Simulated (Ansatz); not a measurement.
Molecule: SbF$_{2}$ (charge +1, singlet). It need not be the lowest isomer of its formula. SMILES: [F][Sb+][F]
Geometry from a B3LYP-D3(BJ)/def2-TZVP (Ansatz, a program for electronic structure) optimisation:
```
Sb
F 1 1.8520
F 1 1.8520 2 96.14
```
Charge +1, spin multiplicity 1.

Wanted: vertical electron affinity (to the doublet state of charge +0; a negative value means that the extra electron is unbound and the number depends on the basis; each state is the SCF solution reached for its spin), in eV. Valence correlation only, unless marked. Open shells are spin-unrestricted. Spin-orbit coupling is left out. The frozen core is the preceding noble-gas configuration, with the filled d and f shells of earlier blocks. Past Kr the def2 sets carry scalar-relativistic core potentials. Basis-set limits of correlation are two-point, X^-3; Hartree-Fock from the larger set. [CCSD(T)-MP2]/basis is that difference in the basis named.

```
level           program  vertical electron affinity (eV)
--------------  -------  -------------------------------
HF/def2-TZVPPD   Ansatz                             8.45
```

Predict the RI-MP2/CBS(def2-TZVPPD,def2-QZVPPD)+[CCSD(T)-MP2]/def2-TZVPPD result (Ansatz).

8.50 eV
